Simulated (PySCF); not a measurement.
Al₂H₄, SMILES [AlH2][AlH2]. Atoms are numbered in the order given.

```xyz
6

Al     0.0000     0.0000    -1.2976
Al     0.0000     0.0000     1.2976
H      0.9547     0.9547    -2.1417
H     -0.9547    -0.9547    -2.1417
H      0.9547    -0.9547     2.1417
H     -0.9547     0.9547     2.1417
```
Charge 0, spin multiplicity 1.

Coordinates come from a TPSSh-D3(BJ)/def2-TZVP optimisation.

Calculation: PBE/def2-TZVPD in PySCF.

```json
{
 "total_energy": "-486.93539 hartree",
 "point_group": "D2d",
 "highest_occupied_level": "-5.92 eV",
 "lowest_empty_level": "-2.85 eV",
 "orbital_gap": "3.08 eV",
 "dipole_moment": "0.00 D",
 "quadrupole, principal values (traceless, Buckingham form, about the centre of nuclear charge)": "-7.38, 3.69, 3.69 D·Å",
 "mean_static_polarisability": "73.8 bohr³ (10.94 Å³)",
 "polarisability_principal_values": "62.5, 62.5, 96.5 bohr³"
}
```
